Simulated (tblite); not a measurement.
A tight-binding relaxation on `[SiH3]O[C@H]1[B]CCC1` [radical].

Computed with GFN2-xTB geometry optimisation, gas phase (tblite 0.8.0). Start geometry: from a force field or distance geometry. The input is one job of a driver script: a line of settings, then coordinates in Å.

Command:
```bash
OMP_NUM_THREADS=1 python probes_run.py task.json out
```

Input:
```
{"job": {"kind": "relax", "xc": "GFN2-xTB", "basis": "xTB"}, "charge": 0, "multiplicity": 2}
Si     2.706800    -0.257000    -0.110800
O      1.054200    -0.516500     0.259300
C      0.286100     0.267700    -0.584500
B     -0.755500    -0.698600    -1.342400
C     -1.955300    -0.850100    -0.292100
C     -1.448700    -0.097000     0.909400
C     -0.722900     1.064600     0.237000
H      3.227000    -1.159000    -1.142100
H      2.872300     1.101900    -0.634600
H      3.517900    -0.439900     1.087100
H      0.847000     0.870600    -1.295100
H     -2.868600    -0.313500    -0.640700
H     -2.173800    -1.909500    -0.047900
H     -2.257900     0.251800     1.565600
H     -0.664600    -0.646200     1.481400
H     -0.244300     1.747000     0.976900
H     -1.426600     1.595700    -0.436300
```

Output:
```
step      E/eV     max force
  0    -560.67253    3.584
  1    -560.95474    1.760
  2    -561.05664    1.173
  3    -561.12337    0.954
  4    -561.20771    0.533
  5    -561.24303    0.552
  6    -561.28758    0.534
  7    -561.31718    0.445
  8    -561.34054    0.366
  9    -561.36050    0.356
... (226 lines left out)
236    -561.61337    0.018
237    -561.61353    0.020
238    -561.61369    0.021
239    -561.61377    0.019
240    -561.61384    0.017
241    -561.61390    0.014
242    -561.61396    0.015
243    -561.61400    0.013
244    -561.61402    0.011
245    -561.61403    0.009
```

«max force» is the largest atomic force in eV/Å.

Question: From which step on does the largest force stay under 0.1 eV/Å, and how much energy is left to gain from there?

Answer: From step 225 (0.036 eV/Å), 4.2 meV above the end.

Summary of the converged run: energy lowered by 21.7 kcal/mol over 245 steps; largest atomic force 0.009 eV/Å at the end.

Question: Give the final coordinates.

Answer: 1.268 Å rms from the input after alignment:
```
atom  x, y, z in Å
Si1    2.3373   -0.4194    0.1003
O2     1.5356    0.8335   -0.5123
C3     0.1631    1.0527   -0.7594
B4    -0.4838   -0.1332   -1.6031
C5    -1.5064   -0.8913   -0.7017
C6    -1.1917   -0.3858    0.7232
C7    -0.6726    1.0438    0.5444
H8     2.1103   -0.5913    1.5424
H9     1.9777   -1.6859   -0.5519
H10    3.6947    0.0165   -0.1872
H11    0.1174    2.0498   -1.2190
H12   -2.5153   -0.5713   -0.9861
H13   -1.5165   -1.9804   -0.7492
H14   -2.0622   -0.4212    1.3798
H15   -0.4114   -1.0113    1.1596
H16   -0.0698    1.3778    1.3888
H17   -1.5135    1.7289    0.4215
```

Hardware: one thread of an Arm Neoverse V2, shared host with 96 logical CPUs at a one-minute load of 64. Cost: 1.2 s.
Labels such as C1 count atoms from 1, the log's own numbers from 0.
